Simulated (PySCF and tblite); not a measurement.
The numbers below are computed, except where a source is named.
C₇H₁₀, numbered as in [CH:1]#[C:2][CH2:3]/[CH:4]=[CH:5]/[CH2:6][CH3:7].

Level: B3LYP-D3(BJ)/pcSseg-1 (IEF-PCM, chloroform)//GFN2-xTB, thermal terms from GFN2-xTB, symmetry numbers and mirror pairs counted. Conformers within 3 kcal/mol (GFN2-xTB free energy) were kept, 7 at most. GIAO shieldings: B3LYP/pcSseg-1 (IEF-PCM, chloroform). Shifts are against TMS (¹H), TMS (¹³C) at the same level. Programs: PySCF with density fitting and tblite.

What shifts does this protocol give at 298.15 K under fast conformational exchange?

¹H: 6.16 (H5, 1H), 5.63 (H4, 1H), 3.17 (H3, 2H), 2.22 (H6, 2H), 1.69 (H1, 1H), 1.11 (H7, 3H) ppm. ¹³C: 144.4 (C5), 131.3 (C4), 87.8 (C2), 75.2 (C1), 33.0 (C6), 26.0 (C3), 17.1 (C7) ppm.

How do the conformers differ?

Torsions listed: C2–C3–C4–C5, C4–C5–C6–C7. Of a mirror pair one member is shown.
```json
{"conformer": "1", "shape": "1°, -119°", "weight %": "38.5"}
{"conformer": "2", "shape": "-120°, -118°", "weight %": "20.4"}
{"conformer": "3", "shape": "-119°, 118°", "weight %": "17.2"}
{"conformer": "4", "shape": "120°, -1°", "weight %": "12.1"}
{"conformer": "5", "shape": "0°, 0°", "weight %": "12.0"}
```

```
signal      1      2      3      4      5  average
    H1   1.78   1.61   1.60   1.61   1.79     1.69
    H3   3.25   3.08   3.08   3.13   3.29     3.17
    H4   5.64   5.72   5.72   5.53   5.44     5.63
    H5   6.35   5.84   5.84   6.12   6.61     6.16
    H6   2.23   2.14   2.16   2.26   2.33     2.22
    H7   1.10   1.09   1.06   1.16   1.17     1.11
    C1   77.1   73.2   73.2   73.2   77.3     75.2
    C2   86.8   88.7   88.6   88.9   86.8     87.8
    C3   25.1   26.8   26.8   27.3   25.4     26.0
    C4  130.7  133.4  133.5  130.6  127.3    131.3
    C5  143.9  145.5  145.6  144.2  142.5    144.4
    C6   33.8   33.9   34.0   30.6   30.3     33.0
    C7   18.5   18.2   18.4   13.0   13.2     17.1
```

Which signal moves most, for its nucleus, between 180 and 400 K through the change of populations alone?

H5: 6.21 ppm at 180 K, 6.18 ppm at 230 K, 6.16 ppm at 298.15 K, 6.16 ppm at 330 K, 6.14 ppm at 400 K.

Shifts are unscaled: against experiment ¹³C can be off by 15 ppm or more and ¹H by 0.8 ppm.
